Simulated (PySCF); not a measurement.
BH5O2Si, SMILES OB(O)[SiH3].

Geometry optimised at PBE0-D3(BJ)/def2-SVP. One conformer was computed; it need not be the lowest.

The numbers are results of PBE0-D3(BJ)/def2-SVP (PySCF), not measurements.

Frequencies are harmonic and unscaled.

A small imaginary wavenumber (i) marks a very flat motion, where grid noise or a shallow saddle decides the sign.

```json
[
 {"mode": "1", "ν (cm⁻¹)": "9i", "IR (km/mol)": "0.0", "Raman (Å⁴/amu)": "0.2", "depolarisation": "0.75", "moving atoms (share of kinetic energy)": "H 89 %, O 10 %"},
 {"mode": "2", "ν (cm⁻¹)": "201", "IR (km/mol)": "2.4", "Raman (Å⁴/amu)": "0.1", "depolarisation": "0.75", "moving atoms (share of kinetic energy)": "O 58 %, H 22 %, B 11 %, Si 8 %"},
 {"mode": "3", "ν (cm⁻¹)": "332", "IR (km/mol)": "9.7", "Raman (Å⁴/amu)": "5.3", "depolarisation": "0.75", "moving atoms (share of kinetic energy)": "H 63 %, B 29 %"},
 {"mode": "4", "ν (cm⁻¹)": "371", "IR (km/mol)": "19.6", "Raman (Å⁴/amu)": "4.1", "depolarisation": "0.48", "moving atoms (share of kinetic energy)": "O 44 %, Si 38 %, H 16 %"},
 {"mode": "5", "ν (cm⁻¹)": "470", "IR (km/mol)": "0.1", "Raman (Å⁴/amu)": "0.8", "depolarisation": "0.75", "moving atoms (share of kinetic energy)": "H 94 %"},
 {"mode": "6", "ν (cm⁻¹)": "574", "IR (km/mol)": "47.7", "Raman (Å⁴/amu)": "5.3", "depolarisation": "0.75", "moving atoms (share of kinetic energy)": "H 77 %, Si 14 %"},
 {"mode": "7", "ν (cm⁻¹)": "589", "IR (km/mol)": "257.1", "Raman (Å⁴/amu)": "0.7", "depolarisation": "0.31", "moving atoms (share of kinetic energy)": "H 84 %, O 9 %"},
 {"mode": "8", "ν (cm⁻¹)": "596", "IR (km/mol)": "43.9", "Raman (Å⁴/amu)": "11.4", "depolarisation": "0.07", "moving atoms (share of kinetic energy)": "O 38 %, H 31 %, B 21 %, Si 11 %"},
 {"mode": "9", "ν (cm⁻¹)": "666", "IR (km/mol)": "24.5", "Raman (Å⁴/amu)": "5.1", "depolarisation": "0.75", "moving atoms (share of kinetic energy)": "B 51 %, H 31 %, O 13 %"},
 {"mode": "10", "ν (cm⁻¹)": "886", "IR (km/mol)": "205.9", "Raman (Å⁴/amu)": "7.0", "depolarisation": "0.69", "moving atoms (share of kinetic energy)": "H 88 %, Si 9 %"},
 {"mode": "11", "ν (cm⁻¹)": "930", "IR (km/mol)": "194.4", "Raman (Å⁴/amu)": "10.3", "depolarisation": "0.75", "moving atoms (share of kinetic energy)": "H 91 %, O 8 %"},
 {"mode": "12", "ν (cm⁻¹)": "938", "IR (km/mol)": "20.2", "Raman (Å⁴/amu)": "24.9", "depolarisation": "0.75", "moving atoms (share of kinetic energy)": "H 98 %"},
 {"mode": "13", "ν (cm⁻¹)": "941", "IR (km/mol)": "39.9", "Raman (Å⁴/amu)": "28.4", "depolarisation": "0.75", "moving atoms (share of kinetic energy)": "H 97 %"},
 {"mode": "14", "ν (cm⁻¹)": "1026", "IR (km/mol)": "60.2", "Raman (Å⁴/amu)": "0.1", "depolarisation": "0.33", "moving atoms (share of kinetic energy)": "O 49 %, H 47 %"},
 {"mode": "15", "ν (cm⁻¹)": "1297", "IR (km/mol)": "76.9", "Raman (Å⁴/amu)": "26.0", "depolarisation": "0.26", "moving atoms (share of kinetic energy)": "B 61 %, H 22 %, O 16 %"},
 {"mode": "16", "ν (cm⁻¹)": "1435", "IR (km/mol)": "320.2", "Raman (Å⁴/amu)": "0.2", "depolarisation": "0.75", "moving atoms (share of kinetic energy)": "B 71 %, O 29 %"},
 {"mode": "17", "ν (cm⁻¹)": "2207", "IR (km/mol)": "85.2", "Raman (Å⁴/amu)": "156.5", "depolarisation": "0.22", "moving atoms (share of kinetic energy)": "H 97 %"},
 {"mode": "18", "ν (cm⁻¹)": "2221", "IR (km/mol)": "78.0", "Raman (Å⁴/amu)": "166.8", "depolarisation": "0.14", "moving atoms (share of kinetic energy)": "H 98 %"},
 {"mode": "19", "ν (cm⁻¹)": "2225", "IR (km/mol)": "117.7", "Raman (Å⁴/amu)": "97.6", "depolarisation": "0.72", "moving atoms (share of kinetic energy)": "H 96 %"},
 {"mode": "20", "ν (cm⁻¹)": "3856", "IR (km/mol)": "34.8", "Raman (Å⁴/amu)": "455.0", "depolarisation": "0.27", "moving atoms (share of kinetic energy)": "H 94 %"},
 {"mode": "21", "ν (cm⁻¹)": "3857", "IR (km/mol)": "5.3", "Raman (Å⁴/amu)": "95.2", "depolarisation": "0.55", "moving atoms (share of kinetic energy)": "H 94 %"}
]
```
